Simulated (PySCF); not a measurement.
C₆H₁₄NP.
Numbering: `[CH3:1][CH:2]([CH3:3])[P@@:4]1(=[NH:5])[CH2:6][C@H:7]1[CH3:8]` (hydrogens: H9, H10, H11 on C1; H12 on C2; H13, H14, H15 on C3; H16 on N5; H17, H18 on C6; H19 on C7; H20, H21, H22 on C8)

Geometry (GFN2-xTB, Å), atoms numbered from 1 in this order:
```xyz
22
C6H14NP angstrom
C     -1.713   -0.594    1.184
C     -1.430   -0.211   -0.265
C     -1.560    1.280   -0.522
P      0.184   -0.953   -0.743
N     -0.104   -2.416   -1.207
C      1.432    0.239   -1.358
C      1.677   -0.295    0.094
C      1.783    0.715    1.210
H     -1.574   -1.666    1.310
H     -1.040   -0.075    1.863
H     -2.738   -0.341    1.452
H     -2.118   -0.763   -0.916
H     -2.584    1.595   -0.322
H     -0.900    1.854    0.125
H     -1.327    1.514   -1.559
H      0.716   -2.967   -1.423
H      1.210    1.295   -1.421
H      2.140   -0.078   -2.116
H      2.476   -1.035    0.137
H      2.741    1.233    1.144
H      0.993    1.458    1.149
H      1.725    0.227    2.182
```

Computed at PBE0/pcSseg-1 (PySCF, non-relativistic), with Q(14N) = 0.02044 b: N5, 14N (I = 1): χzz = 3.138 MHz, η = 0.796.

Task: Find the zero-field quadrupole resonance frequencies of 14N at N5.

Result: From ν± = (3/4)|χ|(1 ± η/3) and ν0 = |χ|η/2: ν+ 2.978 MHz, ν− 1.729 MHz, ν0 1.250 MHz (nitrogen bonded to P and H).

In a crystal, neighbours and librations shift these lines. The structure is a single GFN2-xTB conformer in the gas phase; no vibrational or solvent corrections. GFN2-xTB bond lengths can be off by several hundredths of an ångström, more for odd bonds, and the gradients follow them. With a basis this small, the couplings can be 20 % off.

These values come from a run that also computed NMR shieldings. On one thread, Arm Neoverse V1 (aarch64), shared host, this took 41 s wall and 1.0 GiB of memory at its peak.
